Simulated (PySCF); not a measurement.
Cost of one run: excited-state job, `C[S][GaH2]`.

Method: TDDFT B3LYP/def2-SVPD, vertical, gas phase, core orbitals frozen in the response (PySCF 2.14.0, density-fitted response routines). Geometry: PBE0-D3(BJ)/def2-SVP. Work: 10 singlets by full TDDFT, 4 Tamm–Dancoff triplets, polarisability, ΔSCF ions, density fitting. The input is one job of a driver script: a line of settings, then coordinates in Å.

Input:
```
{"job": {"kind": "uv", "xc": "B3LYP", "basis": "def2-SVPD", "ip": true}, "charge": 0, "multiplicity": 1}
C     -1.379069    -0.094652    -0.140364
S     -0.012220    -1.244107     0.237636
Ga     1.758020     0.045106     0.186199
H     -1.022249     0.936084    -0.272350
H     -2.103135    -0.120814     0.685275
H     -1.877139    -0.423172    -1.062682
H      3.127097    -0.652216     0.465425
H      1.517754     1.563139    -0.123710
```

Hardware: Arm Neoverse V1, one thread, no GPU, on a shared host.

How large is the basis?

125 functions for 58 electrons, with 591 fitting functions; the fitted three-index integrals, 591 × 125 × 126/2 numbers of 8 bytes, come to 36 MiB.

Question: Which is nearest to the wall time?
A. 3.5 min
B. 3.2 s
C. 26 s
D. 26 min

Answer: C. The run took 26 s. The SCF took 11 cycles.

At this speed, how long would 100 such jobs take on 96 cores, one job a core?

100/96 gives 2 rounds of 26 s, about 52 s of wall time and 0.72 core-hours, if the jobs don't slow each other.

Times come from a shared host and carry two figures at best.

The run converged: HOMO -6.94 eV, LUMO -1.65 eV; lowest singlet 4.75 eV; lowest triplet 3.85 eV (Tamm–Dancoff); mean polarisability 67.8 au.
